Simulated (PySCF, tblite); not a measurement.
Question: Give a GFN2-xTB geometry of `O=[P@]1([C@@H](CC)C1)C(C)=C`.

Answer: 
Z-matrix in Å and degrees, rows numbered from 1:
```
C 
C   1  1.3241
C   2  1.4896  1  125.79
P   2  1.8180  1  121.90  3  -179.60
O   4  1.4699  2  117.75  1  -177.26
C   4  1.8137  2  113.82  1   -26.86
C   6  1.5599  4   64.80  2   102.85
C   7  1.5088  4  118.24  6  -108.54
C   8  1.5263  7  111.64  4   146.75
H   1  1.0762  2  122.28  3   179.98
H   1  1.0779  2  121.25  3    -0.08
H   3  1.0901  2  109.58  1  -120.20
H   3  1.0901  2  109.61  1   122.79
H   3  1.0876  2  111.46  1     1.23
H   6  1.0798  4  123.02  7  -106.96
H   6  1.0826  4  115.03  7   107.29
H   7  1.0841  4  119.32  6   104.82
H   8  1.0929  7  108.56  4    25.30
H   8  1.0933  7  109.39  4   -91.93
H   9  1.0881  8  110.42  7    62.19
H   9  1.0872  8  110.48  7  -177.86
H   9  1.0876  8  110.64  7   -57.70
```

Of the pairs four or more bonds apart, C6···H22 is among the closest relative to their van der Waals radii: 2.92 Å, 101 % of the sum of Bondi's values. The C–C distances run from 1.324 Å (C1=C2, drawn double) to 1.560 Å (C6–C7, drawn single), a spread of 0.236 Å. The 3-membered ring P4–C6–C7 has internal angles of 50.8° to 64.8°. P4 (phosphoryl phosphorus) has angles from 50.8° to 121.9°.

Structure optimised with GFN2-xTB, isolated species.

Point group: C1 (no symmetry element, even within 0.4 Å). Its GFN2-xTB frequencies are all real (lowest 32 cm⁻¹). One conformer, not necessarily the lowest (C1–C2–P4–O5 -177°, C6–C7–C8–C9 73°). 3 starts were optimised and ended at 0.00, 0.22 and 1.90 kcal/mol (GFN2-xTB); the lowest of these is shown.

These are computed values.
